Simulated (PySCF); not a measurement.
## Deuteron quadrupole couplings in `CC(C)C[C@](C)(F)C(=O)Cl`

Species: C7H12ClFO.
Numbering: `[CH3:1][CH:2]([CH3:3])[CH2:4][C@:5]([CH3:6])([F:7])[C:8](=[O:9])[Cl:10]` (hydrogens: H11, H12, H13 on C1; H14 on C2; H15, H16, H17 on C3; H18, H19 on C4; H20, H21, H22 on C6)

Structure used (GFN2-xTB), in Å, numbered top down from 1:
```
atom  x, y, z in Å
C1    -2.3496   -0.9360    0.5926
C2    -1.3030    0.0352    0.0472
C3    -1.3659    0.0607   -1.4767
C4     0.0801   -0.3843    0.5632
C5     1.1956    0.6412    0.3263
C6     2.4532    0.2998    1.1327
F7     0.7544    1.8856    0.7492
C8     1.6104    0.8125   -1.1205
O9     1.7178    1.8172   -1.7322
Cl10   2.0867   -0.7264   -1.8564
H11   -2.3412   -0.9499    1.6799
H12   -3.3428   -0.6417    0.2637
H13   -2.1545   -1.9443    0.2330
H14   -1.5239    1.0380    0.4262
H15   -1.0821   -0.9063   -1.8874
H16   -0.7094    0.8223   -1.8881
H17   -2.3781    0.2872   -1.8030
H18    0.3752   -1.3300    0.1081
H19    0.0134   -0.5321    1.6433
H20    3.2293    1.0385    0.9444
H21    2.8168   -0.6861    0.8619
H22    2.2071    0.3184    2.1916
```

Level: PBE0/pcSseg-1 (PySCF, non-relativistic); Q(2H) = 0.00286 b; rigid geometry, the same for H and D, with no vibrational averaging.

Problem. Rank these positions by the coupling χzz of a deuteron there, largest first.
A. H20 (methyl hydrogen)
B. H18 (methylene hydrogen)
C. H17 (methyl hydrogen)
D. H14 (methine hydrogen)

Solution. C (212 kHz), A (208 kHz), B (202 kHz), D (197 kHz).

Problem. What are Vzz, η and χzz (234.96 MHz × Q × Vzz) at all hydrogens?

Solution. 
```json
{"atom": "H11", "bonded to": "C1", "bond length (Å)": "1.087", "Vzz (au)": "0.3159", "η": "0.02", "χzz (kHz)": "212"}
{"atom": "H12", "bonded to": "C1", "bond length (Å)": "1.087", "Vzz (au)": "0.3166", "η": "0.02", "χzz (kHz)": "213"}
{"atom": "H13", "bonded to": "C1", "bond length (Å)": "1.088", "Vzz (au)": "0.3136", "η": "0.02", "χzz (kHz)": "211"}
{"atom": "H14", "bonded to": "C2", "bond length (Å)": "1.095", "Vzz (au)": "0.2928", "η": "0.01", "χzz (kHz)": "197"}
{"atom": "H15", "bonded to": "C3", "bond length (Å)": "1.088", "Vzz (au)": "0.3125", "η": "0.02", "χzz (kHz)": "210"}
{"atom": "H16", "bonded to": "C3", "bond length (Å)": "1.086", "Vzz (au)": "0.3135", "η": "0.04", "χzz (kHz)": "211"}
{"atom": "H17", "bonded to": "C3", "bond length (Å)": "1.087", "Vzz (au)": "0.3159", "η": "0.02", "χzz (kHz)": "212"}
{"atom": "H18", "bonded to": "C4", "bond length (Å)": "1.090", "Vzz (au)": "0.3003", "η": "0.04", "χzz (kHz)": "202"}
{"atom": "H19", "bonded to": "C4", "bond length (Å)": "1.092", "Vzz (au)": "0.3002", "η": "0.06", "χzz (kHz)": "202"}
{"atom": "H20", "bonded to": "C6", "bond length (Å)": "1.088", "Vzz (au)": "0.3090", "η": "0.04", "χzz (kHz)": "208"}
{"atom": "H21", "bonded to": "C6", "bond length (Å)": "1.085", "Vzz (au)": "0.3124", "η": "0.04", "χzz (kHz)": "210"}
{"atom": "H22", "bonded to": "C6", "bond length (Å)": "1.087", "Vzz (au)": "0.3127", "η": "0.03", "χzz (kHz)": "210"}
```

Problem. How does χzz go with the bond length over the 12 C–H bonds?

Solution. A straight-line fit has a slope of -17.7 kHz for each 0.01 Å, with a correlation coefficient of -0.91, over lengths from 1.085 to 1.095 Å. The longer bonds have the smaller couplings here.

Isolated species at its GFN2-xTB geometry (one conformer only). GFN2-xTB bond lengths can be off by several hundredths of an ångström, more for odd bonds, and the gradients follow them. With so small a basis the couplings can be 20 % off.

These values come from a run that also computed NMR shieldings. The run took 94 s (with the writing of density and orbital grids) on Intel Xeon Platinum 8259CL at 2.50 GHz, one thread, shared host, and the process peaked at 1.0 GiB of memory.
